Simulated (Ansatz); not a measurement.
Input file for `CC1=C[CH]1[SnH3]`:

```yaml
crystal:
  periodic: [false, false, false]
  atoms:
    - {symbol: C, position_ang: [-1.730970, 1.098497, 0.574868]}
    - {symbol: C, position_ang: [-0.295331, 0.810779, 0.573490]}
    - {symbol: C, position_ang: [0.848272, 0.692134, 1.153135]}
    - {symbol: C, position_ang: [0.833374, 0.364781, -0.316321]}
    - {symbol: Sn, position_ang: [0.972077, -1.656337, -1.030910]}
    - {symbol: H, position_ang: [-2.085641, 1.375540, 1.568635]}
    - {symbol: H, position_ang: [-1.958158, 1.910636, -0.121954]}
    - {symbol: H, position_ang: [-2.289757, 0.221895, 0.231824]}
    - {symbol: H, position_ang: [1.460587, 0.738405, 2.037300]}
    - {symbol: H, position_ang: [1.255315, 1.100303, -1.007504]}
    - {symbol: H, position_ang: [0.340946, -1.822347, -2.616240]}
    - {symbol: H, position_ang: [0.075303, -2.661960, 0.028336]}
    - {symbol: H, position_ang: [2.594387, -2.207026, -1.059860]}
basis:
  gaussian: {orbitals: def2-TZVPP}
correlation: {method: ccsd_t}
```

```sh
$ ansatz run in.yaml --threads 2 --pin off --events-out ev --progress --plain --max-ram 22528MiB --backend cuda --devices 0, --max-vram 18GiB
```

Output of Ansatz, abridged:

```
Functional definition: HF
1831 factors; integrals over basis functions are off by at most 1.1e-3 eV
mean field evaluation 1: about -10048.1595 eV, gradient 3.5e1 eV
mean field evaluation 2: about -10048.4338 eV, gradient 3.5e1 eV
mean field evaluation 4: about -10052.0638 eV, gradient 4.6e0 eV
mean field evaluation 8: about -10052.1314 eV, gradient 2.5e-1 eV
mean field -10052.13158762 eV, -369.4090222657 hartree, gradient 1.9e-6 eV, S^2 0.000000; 0 other end points of the search recorded, 0 dependent functions left out
8 core orbitals not correlated: weight in the atoms' cores, before any rotation towards them, 1.000 or more for the frozen orbitals, at most 0.000 for the correlated occupied ones
reference -10052.13158762 eV, -369.4090222657 hartree; 19, 19 occupied and 259, 259 virtual orbitals, 1831 factors
second order -27.06129824 eV of doubles, -0.00000000 eV of singles
cycle   1  -27.12727809 eV  change   -6.6e-2 eV  update   1.2e-1
cycle   2  -27.88633523 eV  change   -7.6e-1 eV  update   3.5e-2
cycle   3  -27.99836314 eV  change   -1.1e-1 eV  update   1.6e-2
cycle   4  -27.98979992 eV  change    8.6e-3 eV  update   4.0e-3
cycle   5  -27.99025097 eV  change   -4.5e-4 eV  update   1.6e-3
cycle   6  -27.99041001 eV  change   -1.6e-4 eV  update   4.4e-4
cycle   7  -27.99023372 eV  change    1.8e-4 eV  update   1.8e-4
cycle   8  -27.99024621 eV  change   -1.2e-5 eV  update   6.9e-5
cycle   9  -27.99027176 eV  change   -2.6e-5 eV  update   2.7e-5
perturbative correction -1.15556384 eV, -0.0424661880 hartree
Total energy: -10081.27742323 eV, -370.4801119684 hartree
```

Hardware: 2 threads of an AMD EPYC 7R13 on a shared host and a share of an NVIDIA H100 80 GB. Wall time 120 s, peak host memory 1.3 GiB.

The correlation energy is -29.146 eV, 4.0 % of it from (T); the T1 diagnostic reads 0.0119.
